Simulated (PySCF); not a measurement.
C5H10OSi.
Atom-mapped SMILES: `[CH2:1]=[CH:2][C@@H:3]1[CH2:4][O:5][SiH2:6][CH2:7]1` (hydrogens: H8, H9 on C1; H10 on C2; H11 on C3; H12, H13 on C4; H14, H15 on Si6; H16, H17 on C7)

Geometry (PBE0-D3(BJ)/def2-SVP, Å), atoms numbered from 1 in this order:
```xyz
17
C5H10OSi angstrom
C      2.7265   -0.5396   -0.0355
C      1.5065   -0.4618   -0.5681
C      0.2669   -0.0591    0.1643
C     -0.7740   -1.1929    0.2255
O     -2.0174   -0.6688    0.6367
Si    -2.1820    0.9643    0.2625
C     -0.4499    1.1569   -0.4610
H      3.5920   -0.8427   -0.6304
H      2.9045   -0.3000    1.0180
H      1.3689   -0.7080   -1.6302
H      0.5366    0.1955    1.2049
H     -0.4576   -1.9765    0.9322
H     -0.8691   -1.6663   -0.7722
H     -3.2913    1.2024   -0.7081
H     -2.4464    1.7626    1.4962
H      0.0695    2.1013   -0.2442
H     -0.4972    1.0505   -1.5593
```

Computed with PySCF at PBE0/pcSseg-1 and wB97X-D/def2-SVPD, non-relativistic, on one gas-phase PBE0-D3(BJ)/def2-SVP geometry that isn't relaxed in the solvent. The solvent is an IEF-PCM continuum (van der Waals radii × 1.2). Only the electrostatic response of the medium enters.

Gas phase at PBE0/pcSseg-1: HOMO -7.47 eV, LUMO 0.08 eV, dipole 1.70 D.

Q: What does the continuum do to the energy, the frontier levels and the dipole at PBE0/pcSseg-1 in chloroform and water?

A: 
```csv
solvent,ε,E(solvent) − E(gas) (kcal/mol),polarisation term (kcal/mol),distortion of the solute (kcal/mol),HOMO (eV),LUMO (eV),dipole (D)
chloroform,4.711,-2.59,-2.80,0.21,-7.40,0.18,2.00
water,78.36,-3.74,-4.17,0.43,-7.38,0.20,2.13
```

Polarisation term: ½ Σ q·V over the induced surface charges. Distortion: the rise of the solute's own energy as its density leaves the gas-phase optimum. From chloroform to water the lowering changes by a factor 1.44, Onsager's factor (ε − 1)/(2ε + 1) by 1.38 and ε itself by 16.6.

Q: Which radius a makes the point-dipole formula ΔE = −[(ε − 1)/(2ε + 1)]·μ²/a³ give the value in water, with the gas-phase dipole?

A: μ = 0.668 au and |ΔE| = 0.00597 Eh give a = 1.76 Å; the farthest nucleus lies 3.74 Å from the centroid of the nuclei, so such a sphere wouldn't even hold the nuclei. The formula assumes a rigid point dipole at the centre of a sphere.

Q: Give the dipole vector in the frame of the coordinates (D, pointing from negative to positive charge), gas and water.

A: Gas (1.35, 0.71, -0.74), solvent (1.64, 0.91, -1.01). Its length changes by +25 % and its direction by 3°.

Q: Which ESP-fitted charges (PBE0/pcSseg-1) respond most in chloroform (means over atoms taken as equivalent)?

A: 
```
atoms                  environment  gas (e)  solvent (e)  change
   O5           silyl ether oxygen   -0.428       -0.472  -0.044
   C2             alkene CH carbon   -0.293       -0.312  -0.019
  Si6         oxygen-bound silicon   +0.628       +0.647  +0.019
   C1         terminal =CH2 carbon   -0.414       -0.433  -0.019
   C4   sp3 carbon bound to oxygen   -0.097       -0.079  +0.018
   C3               allylic carbon   +0.320       +0.333  +0.013
  H10             vinylic hydrogen   +0.167       +0.178  +0.011
   H9             vinylic hydrogen   +0.172       +0.180  +0.008
   C7  sp3 carbon bound to silicon   -0.505       -0.497  +0.008
   H8             vinylic hydrogen   +0.192       +0.200  +0.008
  H15                Si–H hydrogen   -0.131       -0.136  -0.005
  H14                Si–H hydrogen   -0.119       -0.123  -0.004
```

Q: Which Mayer bond orders change most in chloroform?

A: 
```json
{"bond": "C4–O5", "length (Å)": "1.411", "gas": "0.901", "solvent": "0.890", "change": "-0.011"}
{"bond": "O5–Si6", "length (Å)": "1.683", "gas": "0.946", "solvent": "0.938", "change": "-0.008"}
{"bond": "Si6–C7", "length (Å)": "1.887", "gas": "0.915", "solvent": "0.922", "change": "+0.007"}
{"bond": "C1–C2", "length (Å)": "1.333", "gas": "1.982", "solvent": "1.978", "change": "-0.004"}
{"bond": "C7–H17", "length (Å)": "1.104", "gas": "0.945", "solvent": "0.942", "change": "-0.003"}
{"bond": "C3–C4", "length (Å)": "1.540", "gas": "0.983", "solvent": "0.985", "change": "+0.002"}
{"bond": "C7–H16", "length (Å)": "1.099", "gas": "0.951", "solvent": "0.949", "change": "-0.002"}
{"bond": "C3–H11", "length (Å)": "1.105", "gas": "0.939", "solvent": "0.937", "change": "-0.002"}
```

Gas phase at wB97X-D/def2-SVPD: HOMO -9.34 eV, LUMO 1.79 eV, dipole 1.64 D.

Q: What does the continuum do to the energy, the frontier levels and the dipole at wB97X-D/def2-SVPD in chloroform?

A: 
```json
{"solvent": "chloroform", "ε": "4.711", "E(solvent) − E(gas) (kcal/mol)": "-2.53", "polarisation term (kcal/mol)": "-2.77", "distortion of the solute (kcal/mol)": "0.24", "HOMO (eV)": "-9.25", "LUMO (eV)": "1.89", "dipole (D)": "2.00"}
```

Q: How does the static polarisability (wB97X-D/def2-SVPD, frozen core, with the continuum's full static response) change?

A: 
| medium | isotropic (au) | principal values (au) | ⟨r²⟩ of the electrons (bohr²) |
| --- | --- | --- | --- |
| gas | 88.1 | 74.9, 76.7, 112.6 | 1070.5 |
| chloroform | 109.0 | 93.6, 97.6, 135.7 | 1070.7 |

The isotropic value in chloroform is 1.24 times the gas-phase one; no cavity-field correction is applied. ⟨r²⟩ is taken about the centre of nuclear charge.

Note: wB97X-D ran without an empirical dispersion term, which enters the total energy and its gradient alone.
